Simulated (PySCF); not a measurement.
B(All)(F)(OH) (C3H6BFO), SMILES C=CCB(O)F.

The structure is a stationary point at B3LYP-D3(BJ)/def2-SVP. The structure was generated by enumeration, and PubChem lists no compound with its InChIKey, so it may never have been made. One conformer was computed; it need not be the lowest.

Two levels are set side by side: PBE/def2-TZVP (PySCF) and M06-2X/def2-TZVP (PySCF). Same geometry, gas phase. Differences are taken from unrounded values.

```tsv
quantity	PBE
orbital gap (eV)	5.29
highest occupied level (eV)	-6.57
lowest empty level (eV)	-1.28
dipole moment (D)	2.35
mean polarisability (bohr³)	54.9
```

Q: These are the PBE values. What does M06-2X give? (An estimate is asked for; the answer gives what the named calculation found.)

A: 
| quantity | M06-2X | PBE minus M06-2X |
|---|---|---|
| orbital gap (eV) | 9.54 | -4.25 |
| highest occupied level (eV) | -8.96 | 2.39 |
| lowest empty level (eV) | 0.58 | -1.86 |
| dipole moment (D) | 2.61 | -0.25 |
| mean polarisability (bohr³) | 52.0 | 2.9 |

Without exact exchange PBE keeps part of each electron's self-repulsion, which lifts occupied levels and narrows the gap. PBE's more diffuse valence density responds more strongly to a field. Differences between two approximate levels are no errors against the true value.

Rough cost on one machine, each run with all the roots and properties that it gave: M06-2X against PBE about 4 times.
